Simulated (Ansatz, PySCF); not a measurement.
Molecule: C₄H₅N, charge 0, multiplicity 1. 
Structure (B3LYP-D3(BJ)/def2-TZVP (Ansatz, a program for electronic structure) minimum search):
```
C
C 1 1.3237
H 2 1.0818 1 121.31
H 2 1.0839 3 116.92 1 -179.95
H 1 1.0845 2 120.50 3 -0.64
C 1 1.5080 5 115.79 2 -179.68
H 6 1.0919 1 110.55 5 -178.15
H 6 1.0950 7 107.17 1 120.20
C 6 1.4621 7 108.75 8 116.05
N 9 1.1496 8 149.92 6 178.33
```

Property: atomisation energy (electronic, to ground-state atoms); the coupled-cluster value holds the core correlation from cc-pwCVTZ, in kJ/mol. Valence correlation only, unless marked. Open shells are spin-unrestricted. No spin-orbit coupling. No relativistic terms. CBS marks a two-point X^-3 extrapolation of the correlation energy; Hartree-Fock from the larger set. [CCSD(T)-MP2]/basis is that difference in the basis named.

Level to compare with: RI-MP2/CBS(aug-cc-pVTZ,aug-cc-pVQZ)+[CCSD(T)-MP2]/aug-cc-pVTZ plus the core term (Ansatz), 4429.7 kJ/mol. It is a level with limits of its own, and the differences hold the functionals' basis error too.

Rank these functionals by how close they come to RI-MP2/CBS(aug-cc-pVTZ,aug-cc-pVQZ)+[CCSD(T)-MP2]/aug-cc-pVTZ, closest first: TPSSh/def2-TZVPD (PySCF); revPBE/def2-TZVPD (Ansatz); BHLYP/def2-TZVPD (Ansatz).

TPSSh/def2-TZVPD (hybrid meta-GGA, 4400.7 kJ/mol, difference -29.0), revPBE/def2-TZVPD (GGA, 4391.5 kJ/mol, difference -38.2), BHLYP/def2-TZVPD (global hybrid, 4246.8 kJ/mol, difference -182.9)
